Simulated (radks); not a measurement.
The numbers below are computed, except where a source is named.
The sulfur anion S2-, [Ar], held by a Watson sphere: a shell of charge +2 at radius R that stands for the Madelung well of a crystal (potential energy -2/R inside, -2/r outside, in hartree with lengths in bohr). Code: a radial shooting solver on a logarithmic mesh with Libxc functionals. Model: non-relativistic Kohn-Sham, r2SCAN, spin-polarised, spherical densities, point nucleus; meta-GGA in the generalised Kohn-Sham scheme.

\begin{tabular}{lrrrrrr}
R (bohr) & e(2p) (eV) & e(3s) (eV) & e(3p) (eV) & <r> 3p (bohr) & sum of <r^2> (bohr^2) & X-ray form factor at sin(theta)/lambda = 0.2 1/angstrom \\ \hline
2.67 & -155.83 & -17.172 & -7.350 & 2.227 & 45.15 & 11.203 \\
2.92 & -155.68 & -16.528 & -6.812 & 2.283 & 47.30 & 11.137 \\
3.02 & -155.61 & -16.288 & -6.604 & 2.304 & 48.15 & 11.116 \\
3.94 & -154.76 & -14.488 & -4.913 & 2.474 & 55.42 & 11.028 \\
3.99 & -154.71 & -14.409 & -4.833 & 2.482 & 55.80 & 11.027 \\
\end{tabular}
